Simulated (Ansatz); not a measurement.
The molecule Cu2, closed-shell singlet (the spin of the measured ground state). No spin–orbit coupling. Cu is treated without relativity.

D_e counts from the fitted minimum to each atom's lowest state at the same level, without counterpoise. The singlet is restricted.

Correlated levels freeze the inner cores; with def2 sets outer-core shells near the valence are correlated too.

Run with Ansatz (an electronic-structure program). Values without a source in brackets are computed.

```
level               bond energy D_e (kcal/mol)
------------------  --------------------------
PBE/def2-TZVPP                           48.52
B97M-V/def2-TZVPP                        48.28
B3LYP/def2-TZVPP                         41.75
PBE0/def2-TZVPP                          40.95
wB97M-V/def2-TZVPP                       44.76
CCSD/def2-TZVPP                            [?]
CCSD/def2-QZVPP                            [?]
CCSD(T)/def2-TZVPP                       41.96
CCSD(T)/def2-QZVPP                       44.90
```

### Question
Complete the blanks.

### Answer

- CCSD/def2-TZVPP, bond energy D_e (kcal/mol): 37.14
- CCSD/def2-QZVPP, bond energy D_e (kcal/mol): 39.74
